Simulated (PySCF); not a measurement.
F2OSe.
Z-matrix (Å and degrees, PBE0-D3(BJ)/def2-SVP geometry), rows numbered from 1:
```
O 
Se  1  1.5784
F   2  1.7489  1  105.16
F   2  1.7484  1  105.04  3   -96.36
```

Computed with PySCF, TDDFT wB97X-D/def2-SVPD, vertical, gas phase, core orbitals frozen in the response. The wB97X-D/def2-SVPD calculation is non-relativistic and has no spin–orbit coupling, an omission that weighs most on selenium.

Each state is given a Gaussian of 0.4 eV full width at half maximum, with ε(max) = 2.175×10⁸ f / Δν̃ (Δν̃ the width in cm⁻¹). The width is an assumption, not a result. The curve ends short of the highest state used, and states not computed would add to its high-energy end.

| E (eV) | ε (L mol⁻¹ cm⁻¹) |
| --- | --- |
| 5.13 | 3 |
| 5.27 | 33 |
| 5.42 | 244 |
| 5.56 | 770 |
| 5.70 | 1235 |
| 5.85 | 964 |
| 5.99 | 379 |
| 6.14 | 70 |
| 6.28 | 40 |
| 6.43 | 150 |
| 6.57 | 298 |
| 6.72 | 296 |
| 6.86 | 182 |
| 7.00 | 263 |
| 7.15 | 698 |
| 7.29 | 1003 |
| 7.44 | 1060 |
| 7.58 | 2256 |
| 7.73 | 5385 |
| 7.87 | 6624 |
| 8.01 | 4675 |
| 8.16 | 3415 |
| 8.30 | 4454 |
| 8.45 | 5316 |

Question: Locate the maxima and give the states behind the curve.

Answer: 216 nm (5.73 eV), ε about 1300, made up of S1 (100%); 187 nm (6.64 eV), ε about 330, made up of S2 (100%); 169 nm (7.32 eV), ε about 1000, made up of S3 (94%) (hardly more than a shoulder); 158 nm (7.84 eV), ε about 6700, made up of S5 (99%) (ε in L mol⁻¹ cm⁻¹; maxima over ε = 5, shares over 10%). At its high-energy end, 8.45 eV, the curve is still rising (ε about 5300, from S6, S7 and S8). The states used: S1 5.73 eV (f 0.019); S2 6.64 eV (f 0.0048); S3 7.29 eV (f 0.014); S4 7.43 eV (f 0.0000); S5 7.84 eV (f 0.098); S6 8.30 eV (f 0.038); S7 8.46 eV (f 0.024); S8 8.58 eV (f 0.038); S9 8.95 eV (f 0.020); S10 9.05 eV (f 0.0016).

Question: On this curve, what absorbance would a 10⁻³ mol/L sample give at 193 nm over a 1 cm path?

Answer: 193 nm is 6.424 eV, where ε is about 140 L mol⁻¹ cm⁻¹, so A = ε c l ≈ 0.14 (Beer–Lambert, with the gas-phase spectrum and the assumed width).

Question: What would ε be at 7.84 eV, the highest of these maxima, with half the width (0.2 eV)?

Answer: About 13200 L mol⁻¹ cm⁻¹ against 6690, a factor of about 1.98; a lone state at its own centre would give exactly 2.

Question: Coming from long wavelengths, where does ε first pass 100 L mol⁻¹ cm⁻¹?

Answer: At about 232 nm (5.35 eV), 0.38 eV below S1.

All these states lie below the vertical ionisation energy of 12.43 eV (ΔSCF).
